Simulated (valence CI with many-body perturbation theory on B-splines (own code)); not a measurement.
## E1 transitions of Sc

Level of theory: valence CI with perturbative core correlation (CI+MBPT): three valence electrons over a frozen Dirac-Fock core [Ar], radial functions for each j: 7 s, 7 p, 8 d, 6 f, 4 g, 1 h, with the one-electron correlation potential Σ1, the two-electron term Σ2, the three-electron term Σ3, Breit, model QED; selected CI, second order for the rest, scaled by the run's own slope (own B-spline code, finite nucleus).

Set against measurement, 36 paired levels are off by 313 cm⁻¹ on average, the worst by 843. These come from a selection out of the NIST Handbook of Basic Atomic Spectroscopic Data. Levels without a partner in it may be off by more, other configurations by 1,000 to 4,000 cm⁻¹.

Lines 251 to 300 of 497 in falling wavelength, among levels below 5.484 eV, chosen from the strongest by gf and those to the six lowest levels. Wavelengths and rates use the calculated energies, so an error of 300 cm⁻¹ moves a line at 516.9 nm by 1.6 % and its rate by three times that or more. Electric multipoles are in the length gauge, E1 and E2 with the static RPA response of the core. Weak lines are less certain than strong ones. Lines between different terms over intervals too small for the method are left out, as are lines whose strength nearly cancels and 15 of this kind that miss the measured wavelength by over 7 %. Where a level lies close to another of its J and parity, the split of strength between their lines is uncertain.

Names give the largest LS component (configuration and term), which can be under half, so a name can repeat, a term be missing and a line seem to break the LS rules; names also repeat where a configuration has a term twice. Letters in brackets count levels of one name in rising energy.

```
λ vac (nm)               Upper               Lower   A (s⁻¹)  S (a.u.)
     516.9       3d²4p ⁴F°_3/2        3d²4s ⁴F_5/2  1.71e+07  4.67e+00
     516.7   3d²4p ²F°_5/2 [b]        3d²4s ⁴P_5/2  9.52e+06  3.89e+00
     516.2   3d²4p ⁴D°_3/2 [b]        3d²4s ²D_3/2  1.00e+07  2.72e+00
     515.9       3d²4p ⁴F°_3/2        3d²4s ⁴F_3/2  6.74e+07  1.83e+01
     515.8       3d²4p ⁴F°_5/2        3d²4s ⁴F_5/2  5.76e+07  2.34e+01
     515.6       3d²4p ⁴F°_7/2        3d²4s ⁴F_7/2  6.39e+07  3.46e+01
     515.3       3d²4p ⁴F°_9/2        3d²4s ⁴F_9/2  7.74e+07  5.23e+01
     515.2   3d²4p ⁴D°_5/2 [b]        3d²4s ²D_3/2  3.36e+07  1.36e+01
     515.0   3d²4p ²F°_5/2 [b]        3d²4s ⁴P_3/2  3.65e+07  1.48e+01
     514.8       3d²4p ⁴F°_5/2        3d²4s ⁴F_3/2  1.16e+07  4.67e+00
     514.6          3d³ ⁴P_5/2      3d4s4p ⁴D°_7/2  1.61e+07  6.50e+00
     514.6   3d²4p ⁴D°_5/2 [b]        3d²4s ²D_5/2  1.28e+07  5.18e+00
     514.4          3d³ ⁴P_3/2      3d4s4p ⁴D°_5/2  8.28e+06  2.22e+00
     514.2       3d²4p ⁴F°_7/2        3d²4s ⁴F_5/2  1.18e+07  6.31e+00
     513.7   3d²4p ²F°_7/2 [b]        3d²4s ⁴P_5/2  5.51e+07  2.95e+01
     513.6       3d²4p ⁴F°_9/2        3d²4s ⁴F_7/2  7.43e+06  4.97e+00
     513.3   3d²4p ⁴D°_7/2 [b]        3d²4s ²D_5/2  5.31e+07  2.84e+01
     513.2   3d²4p ²F°_5/2 [b]        3d²4s ²D_3/2  1.28e+07  5.10e+00
     511.9  3d4s5p ⁴D°_5/2 [a]        3d²4s ²P_3/2  1.08e+07  4.29e+00
     510.7  3d4s5p ⁴D°_5/2 [b]        3d²4s ²P_3/2  1.41e+07  5.54e+00
     510.2   3d²4p ²D°_3/2 [c]        3d²4s ²P_1/2  2.06e+07  5.39e+00
     510.1   3d²4p ²D°_3/2 [b]        3d²4s ⁴P_3/2  1.09e+07  2.85e+00
     509.6   3d²4p ²F°_7/2 [b]        3d²4s ²D_5/2  5.88e+06  3.07e+00
     509.3   3d²4p ²D°_5/2 [b]        3d²4s ⁴P_5/2  1.04e+07  4.07e+00
     508.3   3d²4p ²D°_3/2 [b]        3d²4s ²D_3/2  2.55e+07  6.62e+00
     507.7   3d²4p ²D°_3/2 [b]        3d²4s ²D_5/2  1.05e+07  2.71e+00
     505.8   3d²4p ²D°_5/2 [b]        3d²4s ²D_3/2  7.38e+06  2.83e+00
     505.2   3d²4p ²D°_5/2 [b]        3d²4s ²D_5/2  3.26e+07  1.25e+01
     503.8  3d4s5p ²P°_1/2 [a]        3d²4s ²P_1/2  1.97e+07  2.48e+00
     503.5   3d4s5s ²D_3/2 [a]  3d4s4p ²D°_3/2 [a]  2.03e+07  5.11e+00
     503.5   3d4s5s ²D_5/2 [a]      3d4s4p ⁴D°_5/2  9.05e+06  3.42e+00
     502.4       3d²4p ⁴S°_3/2        3d²4s ⁴P_5/2  5.10e+07  1.28e+01
     502.4  3d4s5p ²F°_5/2 [a]        3d²4s ²G_7/2  2.46e+07  9.24e+00
     502.3  3d4s5p ²P°_3/2 [a]        3d²4s ²P_3/2  2.52e+07  6.31e+00
     502.0       3d²4p ²P°_1/2        3d²4s ⁴P_3/2  1.68e+07  2.10e+00
     501.8       3d²4p ²P°_3/2        3d²4s ²D_3/2  2.00e+07  5.00e+00
     501.3  3d4s5p ²F°_7/2 [a]        3d²4s ²G_9/2  2.62e+07  1.30e+01
     501.2       3d²4p ²P°_3/2        3d²4s ²D_5/2  6.47e+07  1.61e+01
     501.0      3d4s5p ⁴F°_5/2        3d²4s ²G_7/2  6.67e+06  2.48e+00
     500.9   3d4s5s ²D_5/2 [a]  3d4s4p ²D°_5/2 [a]  2.13e+07  7.92e+00
     500.8       3d²4p ⁴S°_3/2        3d²4s ⁴P_3/2  2.59e+07  6.41e+00
     500.2       3d²4p ²P°_1/2        3d²4s ²D_3/2  7.09e+07  8.76e+00
     499.8       3d²4p ⁴S°_3/2        3d²4s ⁴P_1/2  1.25e+07  3.09e+00
     499.2      3d4s5p ⁴F°_7/2        3d²4s ²G_9/2  5.50e+06  2.70e+00
     489.7       3d²4p ⁴P°_3/2        3d²4s ⁴P_5/2  2.94e+07  6.81e+00
     488.8       3d²4p ⁴P°_1/2        3d²4s ⁴P_3/2  5.97e+07  6.89e+00
     488.5          3d³ ²P_3/2  3d4s4p ²D°_5/2 [a]  1.01e+07  2.33e+00
     488.3       3d²4p ⁴P°_5/2        3d²4s ⁴P_5/2  4.83e+07  1.67e+01
     488.3  3d4s5p ²D°_5/2 [a]        3d²4s ²P_3/2  9.94e+06  3.43e+00
     488.1       3d²4p ⁴P°_3/2        3d²4s ⁴P_3/2  1.00e+07  2.30e+00
```
